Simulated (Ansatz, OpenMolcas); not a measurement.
OpenMolcas → Ansatz

OpenMolcas 26.06 runs this on CHBrF2 (bromodifluoromethane):

struct.xyz:
```
5

F      0.174340    -0.623850     1.201130
C      0.141760     0.019230     0.034970
F      0.707870    -0.753840    -0.890480
Br    -1.695370     0.389750    -0.456680
H      0.671400     0.968700     0.111060
```

job.inp:
```
* CHBrF2 Kohn-Sham DFT
>>> EXPORT MOLCAS_PRINT=2
&GATEWAY
BASLIB=$CurrDir
COORD=struct.xyz
BASIS=aug-cc-pVDZ
GROUP=NoSym
&SEWARD
GRIDINPUT
Grid=UltraFine
End of Grid
&SCF
KSDFT=HYB_GGA_XC_BHANDHLYP
THRESHOLDS=1e-10 1e-07 1e-07 1e-05
PRORBITALS=1 1
&ALASKA
```

```bash
$ export MOLCAS_MEM=1860
$ pymolcas job.inp > job.log
```

(Basis files named in the input come from the Basis Set Exchange and aren't shown.)

The coordinates come from a PBE0-D4/def2-TZVP relaxation.

It gives a total energy of -2812.437796 Eh.

Write the same calculation for Ansatz 0.2.0 as an input file of the program's own, asking for the energy.

This input was run:

in.yaml:
```yaml
crystal:
  periodic: [false, false, false]
  atoms:
    - {symbol: F, position_ang: [0.174340, -0.623850, 1.201130]}
    - {symbol: C, position_ang: [0.141760, 0.019230, 0.034970]}
    - {symbol: F, position_ang: [0.707870, -0.753840, -0.890480]}
    - {symbol: Br, position_ang: [-1.695370, 0.389750, -0.456680]}
    - {symbol: H, position_ang: [0.671400, 0.968700, 0.111060]}
basis:
  gaussian:
    orbitals: aug-cc-pVDZ
hamiltonian:
  xc: {name: BHLYP}
accuracy: high
output: {orbitals: {seedname: orbitals}}
```

```bash
$ ansatz run in.yaml --threads 1 --pin off --max-ram 3480MiB --events-out events.jsonl --progress --plain --runs-dir runs
```

Its energy is -2812.437795 Eh, the same as the first but for the last digit, at most.
